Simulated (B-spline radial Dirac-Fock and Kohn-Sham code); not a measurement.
These are calculated numbers from a radial atomic solver; the model is Dirac-Fock densities.

Question: This computed X-ray form factor belongs to an atom or ion in its tabulated ground configuration. Which?

| sin θ/λ (Å⁻¹) | f₀ |
| --- | --- |
| 0.1 | 3.992 |
| 0.6 | 3.714 |
| 0.8 | 3.516 |
| 0.9 | 3.405 |
| 1.1 | 3.169 |
| 1.6 | 2.579 |
| 2 | 2.182 |
| 3 | 1.599 |
| 3.5 | 1.455 |

Answer: Cu²⁵⁺, with 4 electrons in [He] 2s2. f₀ tends to the number of electrons as s goes to zero, which the first rows give only roughly, and the rate of fall reflects the nuclear charge, 29.

Question: This computed X-ray form factor belongs to an atom or ion in its tabulated ground configuration. Which?

```
sin θ/λ (Å⁻¹)      f₀
          0.1  24.964
         0.17  24.897
         0.45  24.290
         0.96  21.984
         1.17  20.704
         2.07  14.581
         2.51  11.923
         3.68   7.374
         5.39   5.015
```

Answer: Pb⁵⁷⁺, with 25 electrons in [Ar] 3d7. f₀ tends to the number of electrons as s goes to zero, which the first rows give only roughly, and the rate of fall reflects the nuclear charge, 82.
